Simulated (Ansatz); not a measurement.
Two isomers of C2H6O2Si: A = `CC(=O)O[SiH3]`, B = `O=C(O)C[SiH3]`.

Computed with Ansatz on PBE0-D4/def2-TZVP structures; ΔE is electronic, products minus reactants. CCSD(T)/CBS is the MP2 limit (def2-TZVPP, def2-QZVPP) plus CCSD(T) − MP2 in def2-TZVPP, frozen cores. DFT in def2-TZVPP. B3LYP here is the variant with VWN-RPA as its local correlation; programs differ in this. Each species was taken in one conformer, which may not be the lowest.

Question: Which isomer does CCSD(T)/CBS put lower? Give the gap. (An estimate is asked.)

Answer: Computed: A, by 21.0 kcal/mol.

Question: Give E(B) − E(A) in kcal/mol with HF/def2-TZVPP, B3LYP-D4, PBE-D4, MP2/def2-TZVPP, CCSD(T)/def2-TZVPP, B3LYP, ωB97M-V. (An estimate is asked.)

Answer: Computed: HF/def2-TZVPP 24.4, B3LYP-D4 21.3, PBE-D4 18.2, MP2/def2-TZVPP 21.3, CCSD(T)/def2-TZVPP 20.9, B3LYP 21.5, ωB97M-V 20.3. None reverses the order clearly.

Largest T1 diagnostic: 0.014.

In def2-TZVPP, CCSD(T) changes the Hartree–Fock value by −3.5 kcal/mol (the triples alone add −0.4 kcal/mol) and MP2 by −3.1 kcal/mol.
